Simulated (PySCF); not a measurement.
Species: SbMe2I, C₂H₆ISb.
Bonds: Sb1–C2, Sb1–C6, Sb1–I10. Hydrogens: H3, H4, H5 on C2; H7, H8, H9 on C6.

Computed by this run: PBE0-D3(BJ)/def2-SVP geometry optimisation, gas phase, def2 core potentials past Kr (PySCF); density fitting, grid level 1; the optimiser is geomeTRIC in internal coordinates, started from a GFN2-xTB structure with every atom displaced at random (about 0.03 Å).

Step 0: E = -16807.7488 eV
```
atom  x, y, z in Å  |  force x, y, z in eV/Å
Sb1    -0.2404   -0.5991    1.2174   -0.864   1.156  -0.005
C2      1.4996   -0.5327    0.0192    1.108  -1.345  -0.767
H3      1.2219   -0.5069   -1.0594    0.201  -0.143   0.489
H4      2.2071   -1.3954    0.2348   -0.925   0.607  -0.338
H5      2.0883    0.3416    0.2474    0.237   0.887   0.203
C6     -1.2100    1.0784    0.0250    2.737  -0.390   0.353
H7     -2.2396    1.0921    0.2065   -2.071  -0.112   0.257
H8     -0.9638    0.9240   -1.0403   -0.133   0.020   0.229
H9     -0.7706    2.0268    0.3946   -0.042  -0.209  -0.173
I10    -1.4676   -2.5054   -0.2407   -0.247  -0.473  -0.248
```

Step 1: E = -16807.9400 eV
```
atom  x, y, z in Å  |  force x, y, z in eV/Å
Sb1    -0.2979   -0.5254    1.1908    0.222  -0.510  -0.051
C2      1.5290   -0.5098    0.0006    0.144   0.027   0.127
H3      1.2902   -0.5218   -1.0702   -0.072  -0.007  -0.040
H4      2.1648   -1.3728    0.2406   -0.100  -0.097   0.021
H5      2.1136    0.3973    0.2328   -0.156   0.025   0.018
C6     -1.1797    1.0562    0.0520   -0.026   0.121   0.023
H7     -2.2642    1.0658    0.2269    0.021   0.064  -0.117
H8     -0.9396    0.8812   -1.0034   -0.145   0.115  -0.084
H9     -0.7349    2.0022    0.3965   -0.050   0.055  -0.066
I10    -1.5566   -2.5496   -0.2621    0.161   0.207   0.171
```

Step 2: E = -16807.9630 eV
```
atom  x, y, z in Å  |  force x, y, z in eV/Å
Sb1    -0.2757   -0.5468    1.1855   -0.068   0.094  -0.105
C2      1.5409   -0.5296    0.0024    0.082   0.123   0.023
H3      1.2949   -0.5388   -1.0672   -0.027   0.008  -0.030
H4      2.1620   -1.4012    0.2418   -0.004  -0.081   0.033
H5      2.1118    0.3843    0.2432   -0.081  -0.053  -0.016
C6     -1.1914    1.0730    0.0493    0.027  -0.134   0.170
H7     -2.2780    1.0832    0.2275    0.103  -0.003  -0.034
H8     -0.9799    0.9267   -1.0168   -0.045   0.011  -0.061
H9     -0.7548    2.0236    0.3907   -0.005   0.028  -0.003
I10    -1.5051   -2.5511   -0.2519    0.018   0.008   0.022
```

**Question.** Estimate the geometry and energy of step 3. (The exact step hangs on the optimiser's Hessian estimate; all steps are aligned on step 2, rigid shifts and turns removed.)

**Answer.** E = -16807.9651 eV, largest force 0.060 eV/Å
```
atom  x, y, z in Å  |  force x, y, z in eV/Å
Sb1    -0.2760   -0.5422    1.1785   -0.019   0.032   0.047
C2      1.5396   -0.5285    0.0017    0.056   0.004  -0.021
H3      1.2926   -0.5373   -1.0688    0.000   0.001   0.007
H4      2.1525   -1.4069    0.2470   -0.012   0.008  -0.002
H5      2.1045    0.3855    0.2452   -0.004  -0.014  -0.007
C6     -1.1859    1.0694    0.0510    0.010  -0.013   0.012
H7     -2.2698    1.0796    0.2312    0.015   0.008  -0.003
H8     -0.9873    0.9290   -1.0199   -0.021   0.010  -0.010
H9     -0.7514    2.0226    0.3897   -0.005   0.008  -0.006
I10    -1.4940   -2.5479   -0.2512   -0.021  -0.043  -0.018
```

The energy changes by -0.0021 eV. The first-order estimate −F·Δx gives -0.0049 eV and the mean of the old and new forces, exact on a quadratic surface, -0.0024 eV. The step makes an angle of 58° with the force vector and moves no atom by more than 0.012 Å.

The cost below is that of the whole optimisation. On Arm Neoverse V1, one thread, no GPU, shared host with 32 logical CPUs at a one-minute load of 10, this took 37 s and 0.43 GiB of memory at its peak.
